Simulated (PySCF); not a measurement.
## Bond curve of InN

Set-up: basis In def2-TZVPPD with ECP28, N def2-TZVPPD; scalar-relativistic core potentials; PySCF 2.14. Energies in eV from In + N in their ground configurations at the same level. State: ³Σ⁻ (triplet), unpaired electrons π ↑↑.

All columns are r²SCAN. A positive dipole means In(−)N(+).

```csv
R (Å),E (eV),μ (D),Mulliken charge on In (basis-dependent),HOMO (eV),LUMO (eV),Mayer bond order,⟨S²⟩
1.907,-1.191,-0.99,0.34,-4.82,-4.19,1.05,2.01
1.996,-1.576,-1.40,0.37,-4.81,-3.91,1.00,2.01
2.085,-1.783,-1.80,0.39,-4.77,-3.66,0.97,2.01
2.151,-1.855,-2.10,0.40,-4.72,-3.50,0.95,2.01
2.218,-1.875,-2.38,0.41,-4.66,-3.35,0.93,2.02
2.284,-1.855,-2.66,0.42,-4.59,-3.22,0.92,2.02
2.373,-1.787,-3.00,0.42,-4.48,-3.09,0.91,2.02
2.484,-1.656,-3.38,0.42,-4.34,-2.96,0.89,2.04
2.617,-1.467,-3.75,0.41,-4.18,-2.88,0.87,2.07
2.795,-1.209,-4.00,0.38,-3.99,-2.84,0.81,2.15
```

A fit through these points gives, at Re = 2.215 Å, μ = -2.37 D and dμ/dR = -4.22 D/Å; the reduced mass is 12.48 u.

Problem. How strong is the fundamental in the double-harmonic approximation, I = 42.26·(dμ/dR)²/μred km/mol?

Solution. I = 42.26·(-4.22)²/12.48 = 60.3 km/mol at r²SCAN.

⟨S²⟩ of the unrestricted solution departs from its pure value on part of the curve, where spin states mix. These are scalar-relativistic numbers at best; spin–orbit coupling would shift them, the dissociation energy most. The state was picked by a PBE0 search and need not be the measured ground state.
